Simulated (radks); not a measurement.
All-electron atom: Sb2+ in [Kr] 4d9 5s2 5p1 6s1 (not the ground configuration). Calculated with a radial shooting solver on a logarithmic mesh with Libxc functionals: scalar-relativistic Kohn-Sham, BLYP, spin-polarised, spherical densities, finite nucleus; open shells are filled with parallel spins first (spin-orbit coupling, left out, can overturn this in heavy ions); Fermi nuclear charge, rms radius 4.6802 fm. Some entries of the table are withheld. Estimate them.

orbital  occ.  eigenvalue (hartree)  <1/r> (bohr^-1)  <r^2> (bohr^2)
1s up       1             -1114.991            54.32        0.001094
1s down     1             -1114.989            54.32        0.001094
2s up       1             -170.6855            12.41         0.01773
2s down     1             -170.6736            12.41         0.01773
2p up       3             -153.3732            11.92         0.01401
2p down     3             -153.3633            11.92         0.01401
3s up       1             -34.39205            4.422          0.1249
3s down     1             -34.38499            4.422          0.1249
3p up       3             -28.74978            4.209          0.1254
3p down     3             -28.74178            4.209          0.1254
3d up       5             -20.13752            3.978          0.1106
3d down     5             -20.12620            3.978          0.1105
4s up       1              -6.60114            1.769          0.6992
4s down     1              -6.56083            1.769          0.6990
4p up       3              -4.86062            1.615          0.8139
4p down     3              -4.82013            1.616          0.8138
4d up       5              -2.31673            1.329           1.168
4d down     4              -2.27615            1.329           1.168
5s up       1              -1.31384           0.6595             (1)
5s down     1              -1.27415           0.6577             (2)
5p up       1              -0.92822           0.5575           6.033
5p down     0              -0.89111           0.5542           6.095
6s up       1              -0.45169           0.2931             (3)

Answer. 
(1) 5s up <r^2> (bohr^2): 4.381
(2) 5s down <r^2> (bohr^2): 4.411
(3) 6s up <r^2> (bohr^2): 21.43
